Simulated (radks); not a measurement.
Q: These are the eigenvalues of the occupied orbitals of an atom or ion with whole-number occupations (Ry). Method: scalar-relativistic Kohn-Sham, r2SCAN, spin-polarised, spherical densities, finite nucleus; meta-GGA in the generalised Kohn-Sham scheme; Fermi nuclear charge, rms radius of each element as measured or else 0.836 A^(1/3) + 0.57 fm; computed with a radial shooting solver on a logarithmic mesh with Libxc functionals.

1s up: -809.5117
1s down: -809.5005
2s up: -103.2965
2s down: -103.2963
2p up: -90.32117
2p down: -90.31584
3s up: -14.34345
3s down: -14.33296
3p up: -10.32688
3p down: -10.31384
3d up: -3.79203
3d down: -3.76211
4s up: -2.34522
4p up: -1.60069

Which element is it, and in what charge state? The configuration may be excited. Open shells, if any, are filled with parallel spins first.

A: Z = 32, germanium, charge +2: Ge2+ in [Ar] 3d10 4s1 4p1. The list shows which subshells hold electrons but not how many an open one holds; the 1s level, -404.76 hartree, gives Z - s = 28.5 by -(Z - s)^2/2, which with screening and relativity narrows Z to a few neighbours, and the depths of the outer levels then fix element, charge and occupations together.
